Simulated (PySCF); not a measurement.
C₃H₁₀Si₃, SMILES C=C1[SiH2][SiH2][C@H]1[SiH3].

Coordinates come from a B3LYP-D3(BJ)/def2-SVP optimisation. The structure was generated by enumeration; whether it is a known compound was not checked.

The numbers are results of SMD-PBE0/6-31G* (PySCF), not measurements.

Solvation free energies are E(SMD) − E(gas) at the gas-phase geometry, for 1 M in both phases. In vacuum the dipole moment is 0.70 D.

```tsv
solvent	ΔG(solv) (kcal/mol)	its non-electrostatic (CDS) part	dipole (D)
water	3.7	5.5	0.99
N,N-dimethylformamide	-0.6	1.1	0.98
dimethylsulfoxide	0.3	2.0	0.98
```
